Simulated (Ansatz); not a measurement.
C2H6Zn, SMILES [CH3][Zn][CH3].

Coordinates come from a B3LYP-D3(BJ)/def2-SVP optimisation. The isomer is the one that the SMILES or the coordinates give; other isomers of the formula were not compared.

Two levels are set side by side: PBE/def2-SVPD (Ansatz, a program for electronic structure) and PBE0/def2-SVPD (Ansatz). Energy differences of separate SCF runs at the same geometry; the states with an electron removed or added have multiplicity 2 and 2. Differences are taken from unrounded values.

| quantity | PBE0 |
|---|---|
| vertical ionisation energy (eV) | 9.25 |
| vertical singlet–triplet gap (eV) | 5.56 |

What does PBE give, and how far is it from PBE0? (An estimate is asked for; the answer gives what the named calculation found.)


```
quantity                            PBE  PBE minus PBE0
---------------------------------  ----  --------------
vertical ionisation energy (eV)    9.15           -0.10
vertical singlet–triplet gap (eV)  5.34           -0.22
```
